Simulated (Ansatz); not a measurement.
Consider the cleavage of the Si–B bond: `C[SiH]1[SiH2]B1[SiH3]` + `OC[SiH2]O` → `OC[SiH2]O[SiH3]` + `C[SiH]1B[SiH2]1`.

Gas-phase electronic energies from Ansatz, PBE0-D4/def2-TZVP geometries. CCSD(T)/CBS adds triple-zeta CCSD(T) − MP2 to the extrapolated MP2 energy (def2 sets, frozen cores). DFT in def2-TZVPP. Each species was taken in one conformer, which may not be the lowest.

```tsv
species	B2PLYP energy (Eh)
`C[SiH]1[SiH2]B1[SiH3]`	-936.39445
`OC[SiH2]O`	-481.52559
`OC[SiH2]O[SiH3]`	-772.14769
`C[SiH]1B[SiH2]1`	-645.80788
```

(1) Work out ΔE.

Largest T1 diagnostic among the species: 0.013.

## Answers

(1) ΔE = (-772.14769) + (-645.80788) − (-936.39445) − (-481.52559) = -0.03553 Eh = -93.3 kJ/mol. CCSD(T)/CBS gives -88.2 kJ/mol.

From PBE to PBE0 (25 % exact exchange), in def2-TZVPP and without D4, ΔE moves by −8.3 kJ/mol. In def2-TZVPP, CCSD(T) changes the Hartree–Fock value by +32.8 kJ/mol (the triples alone add +5.7 kJ/mol) and MP2 by +34.2 kJ/mol.
